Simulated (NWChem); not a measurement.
System: CHCl2 cation

The following NWChem deck was run.

```
start job
memory heap 200 mb stack 900 mb global 1100 mb
charge 1
geometry units angstroms noautosym nocenter noautoz
  Cl     1.447254     0.000000    -0.156525
  C      0.000000     0.000000     0.608428
  Cl    -1.447254     0.000000    -0.156525
  H      0.000000     0.000000     1.701032
end
basis spherical
  * library 6-31g*
end
dft
  xc b3lyp
  iterations 150
end
cosmo
  dielec 11.7
end
task dft energy
```

Parts of the log:

```
             Northwest Computational Chemistry Package (NWChem) 7.3.0
             --------------------------------------------------------

                             Geometry "geometry" -> ""
                             -------------------------

 Output coordinates in angstroms (scale by  1.889725989 to convert to a.u.)

  No.       Tag          Charge          X              Y              Z
 ---- ---------------- ---------- -------------- -------------- --------------
    1 Cl                  17.0000     1.44725400     0.00000000    -0.15652500
    2 C                    6.0000     0.00000000     0.00000000     0.60842800
    3 Cl                  17.0000    -1.44725400     0.00000000    -0.15652500
    4 H                    1.0000     0.00000000     0.00000000     1.70103200

 Effective nuclear repulsion energy (a.u.)     129.3278601390

                                 NWChem DFT Module
                                 -----------------

 Summary of "ao basis" -> "ao basis" (spherical)
 ------------------------------------------------------------------------------
       Tag                 Description            Shells   Functions and Types
 ---------------- ------------------------------  ------  ---------------------
 Cl                          6-31g*                  8       18   4s3p1d
 C                           6-31g*                  6       14   3s2p1d
 H                           6-31g*                  2        2   2s

 in cosmo_initialize ...

 solvent parameters
 solvname_short: unkn
 solvname_long:  unknown
 dielec:       11.7000

          ---------------
          -cosmo- solvent
          ---------------
 Cosmo: York-Karplus, doi: 10.1021/jp992097l
 dielectric constant -eps-     =  11.70
 screen = (eps-1)/(eps    )    =   0.91453
 surface charge correction     = lagrangian

   van der Waals surface
 --------------------------

 ---------- ATOMIC COORDINATES (A.U.) ------------ VDWR(ANG.) --
     1    2.73491350    0.00000000   -0.29578936     2.050
     2    0.00000000    0.00000000    1.14976220     2.000
     3   -2.73491350    0.00000000   -0.29578936     2.050
     4    0.00000000    0.00000000    3.21448438     1.300
 number of segments per atom =         32
 number of   points per atom =         32
 atom (   nspa,  nppa )
 ----------------------
    1 (     24,     0 )       0
    2 (     12,     0 )       0
    3 (     24,     0 )       0
    4 (     16,     0 )       0
 number of -cosmo- surface points =       76
 molecular surface =    100.406 angstrom**2
 molecular volume  =     78.173 angstrom**3
 G(cav/disp)       =      1.362 kcal/mol
 -lineq- algorithm             =   0
 -bem- low  level              =   2
 -bem- from -octahedral-
 gaussian surface charge width =   4.50000
 degree of switching           =   1.00000
 switching function tolerance  =   0.00010
 atomic radii =
 --------------
    1 17.000  2.050
    2  6.000  2.000
    3 17.000  2.050
    4  1.000  1.300
 ...... end of -cosmo- initialization ......

            General Information
            -------------------
          SCF calculation type: DFT
          Wavefunction type:  closed shell.
          No. of atoms     :     4
          No. of electrons :    40
           Alpha electrons :    20
            Beta electrons :    20
          Charge           :     1
          Spin multiplicity:     1
          Use of symmetry is: off; symmetry adaption is: off
          Maximum number of iterations: 150
          AO basis - number of functions:    52
                     number of shells:    24
          Convergence on energy requested:  1.00D-06
          Convergence on density requested:  1.00D-05
          Convergence on gradient requested:  5.00D-04

              XC Information
              --------------
                         B3LYP Method XC Potential
                     Hartree-Fock (Exact) Exchange  0.200
                        Slater Exchange Functional  0.800 local
                    Becke 1988 Exchange Functional  0.720 non-local
              Lee-Yang-Parr Correlation Functional  0.810
                  VWN I RPA Correlation Functional  0.190 local

             Grid Information
             ----------------
          Grid used for XC integration:  medium
          Radial quadrature: Mura-Knowles
          Angular quadrature: Lebedev.
          Tag              B.-S. Rad. Rad. Pts. Rad. Cut. Ang. Pts.
          ---              ---------- --------- --------- ---------
          Cl                  1.00       88           9.0       590
          C                   0.70       49           7.0       434
          H                   0.35       45           8.0       434
          Grid pruning is: on
          Number of quadrature shells:   270
          Spatial weights used:  Erf1

      Superposition of Atomic Density Guess
      -------------------------------------

 Sum of atomic energies:        -957.05965212

 Renormalizing density from      41.00 to     40

      Non-variational initial energy
      ------------------------------

 Total energy =    -943.263115
 1-e energy   =   -1540.117101
 2-e energy   =     467.526126
 HOMO         =      -0.738638
 LUMO         =      -0.406106

   convergence    iter        energy       DeltaE   RMS-Dens  Diis-err
 ---------------- ----- ----------------- --------- --------- ---------
     COSMO gas phase
 d= 0,ls=0.0,diis     1   -958.5390457188 -1.09D+03  4.22D-02  1.65D+00
 d= 0,ls=0.0,diis     2   -958.0734669029  4.66D-01  2.86D-02  5.15D+00
 d= 0,ls=0.0,diis     3   -958.7149281145 -6.41D-01  3.72D-03  5.45D-02
 d= 0,ls=0.0,diis     4   -958.7218360243 -6.91D-03  1.08D-03  3.72D-03
 d= 0,ls=0.0,diis     5   -958.7223519705 -5.16D-04  1.20D-04  6.80D-05
  Resetting Diis
 d= 0,ls=0.0,diis     6   -958.7223600329 -8.06D-06  3.20D-05  3.45D-06
 d= 0,ls=0.0,diis     7   -958.7223605017 -4.69D-07  9.75D-06  6.65D-08

   convergence    iter        energy       DeltaE   RMS-Dens  Diis-err
 ---------------- ----- ----------------- --------- --------- ---------
     COSMO solvation phase
 d= 0,ls=0.0,diis     1   -958.8179559578 -9.56D-02  2.59D-03  2.12D-03
 d= 0,ls=0.0,diis     2   -958.8179613269 -5.37D-06  8.76D-04  4.53D-03
 d= 0,ls=0.0,diis     3   -958.8185680824 -6.07D-04  1.43D-04  6.29D-05
 d= 0,ls=0.0,diis     4   -958.8185754967 -7.41D-06  4.09D-05  8.03D-06
 d= 0,ls=0.0,diis     5   -958.8185764895 -9.93D-07  7.56D-06  9.95D-08

         Total DFT energy =     -958.818576489480
      One electron energy =    -1560.492311800814
           Coulomb energy =      541.732065810945
    Exchange-Corr. energy =      -61.982487105850
 Nuclear repulsion energy =      129.327860138980

             COSMO energy =       -7.403703532741

 Numeric. integr. density =       39.999998421959

                                   COSMO solvation results
                                   -----------------------

                 gas phase energy =      -958.722360501736
                 sol phase energy =      -958.818576489480
 (electrostatic) solvation energy =         0.096215987744 (   60.38 kcal/mol)

                       DFT Final Molecular Orbital Analysis
                       ------------------------------------

 Vector   18  Occ=2.000000D+00  E=-4.260515D-01
              MO Center=  2.0D-07,  3.2D-10, -1.4D-01, r^2= 3.1D+00
   Bfn.  Coefficient  Atom+Function         Bfn.  Coefficient  Atom+Function
  ----- ------------  ---------------      ----- ------------  ---------------
     8      0.555616  1 Cl py                40     -0.555616  3 Cl py
    12      0.252886  1 Cl py                44     -0.252886  3 Cl py
     4     -0.212659  1 Cl py                36      0.212659  3 Cl py
    28      0.032867  2 C  d -2

 Vector   19  Occ=2.000000D+00  E=-4.178159D-01
              MO Center= -5.1D-06, -7.9D-10, -6.9D-03, r^2= 3.1D+00
   Bfn.  Coefficient  Atom+Function         Bfn.  Coefficient  Atom+Function
  ----- ------------  ---------------      ----- ------------  ---------------
     9      0.517053  1 Cl pz                41      0.517055  3 Cl pz
    13      0.232644  1 Cl pz                45      0.232644  3 Cl pz
     5     -0.196967  1 Cl pz                37     -0.196968  3 Cl pz
    23     -0.173231  2 C  pz                51     -0.161378  4 H  s
    52     -0.161046  4 H  s                  7      0.078791  1 Cl px

 Vector   20  Occ=2.000000D+00  E=-4.139865D-01
              MO Center=  5.1D-06, -9.3D-10, -1.1D-01, r^2= 3.2D+00
   Bfn.  Coefficient  Atom+Function         Bfn.  Coefficient  Atom+Function
  ----- ------------  ---------------      ----- ------------  ---------------
     9      0.431306  1 Cl pz                41     -0.431304  3 Cl pz
     7      0.370444  1 Cl px                39      0.370444  3 Cl px
    13      0.190364  1 Cl pz                45     -0.190363  3 Cl pz
    11      0.170379  1 Cl px                43      0.170379  3 Cl px
     5     -0.165192  1 Cl pz                37      0.165191  3 Cl pz

 Vector   21  Occ=0.000000D+00  E=-2.102189D-01
              MO Center=  3.8D-08, -7.5D-10,  3.0D-01, r^2= 2.2D+00
   Bfn.  Coefficient  Atom+Function         Bfn.  Coefficient  Atom+Function
  ----- ------------  ---------------      ----- ------------  ---------------
    22      0.568084  2 C  py                26      0.498182  2 C  py
     8     -0.358041  1 Cl py                40     -0.358041  3 Cl py
    12     -0.261627  1 Cl py                44     -0.261627  3 Cl py
     4      0.132909  1 Cl py                36      0.132909  3 Cl py
    14     -0.053981  1 Cl d -2              46      0.053981  3 Cl d -2

 Vector   22  Occ=0.000000D+00  E=-6.059814D-02
              MO Center= -1.6D-07, -4.1D-10, -1.2D-02, r^2= 3.4D+00
   Bfn.  Coefficient  Atom+Function         Bfn.  Coefficient  Atom+Function
  ----- ------------  ---------------      ----- ------------  ---------------
    24      1.600098  2 C  s                 11      0.645062  1 Cl px
    43     -0.645062  3 Cl px                10     -0.561537  1 Cl s
    42     -0.561537  3 Cl s                 27     -0.477201  2 C  pz
     7      0.383527  1 Cl px                39     -0.383527  3 Cl px
    20      0.303199  2 C  s                 23     -0.270936  2 C  pz

 Vector   23  Occ=0.000000D+00  E= 1.147232D-02
              MO Center=  1.8D-07,  2.0D-10,  3.0D-02, r^2= 3.6D+00
   Bfn.  Coefficient  Atom+Function         Bfn.  Coefficient  Atom+Function
  ----- ------------  ---------------      ----- ------------  ---------------
    25      1.251893  2 C  px                10     -0.842001  1 Cl s
    42      0.842001  3 Cl s                 11      0.718441  1 Cl px
    43      0.718441  3 Cl px                21      0.577790  2 C  px
    13     -0.532159  1 Cl pz                45      0.532159  3 Cl pz
     7      0.240394  1 Cl px                39      0.240394  3 Cl px

     Multipole analysis of the density
     ---------------------------------

     L   x y z        total         alpha         beta         nuclear
     -   - - -        -----         -----         ----         -------
     0   0 0 0      1.000000    -20.000000    -20.000000     41.000000

     1   1 0 0      0.000000      0.000000      0.000000      0.000000
     1   0 1 0      0.000000      0.000000      0.000000      0.000000
     1   0 0 1      0.739822      0.341801      0.341801      0.056219

     2   2 0 0    -14.760087   -134.535825   -134.535825    254.311562
     2   1 1 0      0.000000      0.000000      0.000000      0.000000
     2   1 0 1     -0.000000     -0.000000     -0.000000      0.000000
     2   0 2 0    -20.378113    -10.189057    -10.189057      0.000000
     2   0 1 1     -0.000000     -0.000000     -0.000000      0.000000
     2   0 0 2    -18.012990    -19.626162    -19.626162     21.239334
```

Level: B3LYP/6-31G* (spherical d), COSMO on the gas-phase geometry. Coordinates come from a B3LYP/6-31G* (spherical d) optimisation. COSMO prints the solvation energy as gas minus solution, so a positive value is a stabilisation.
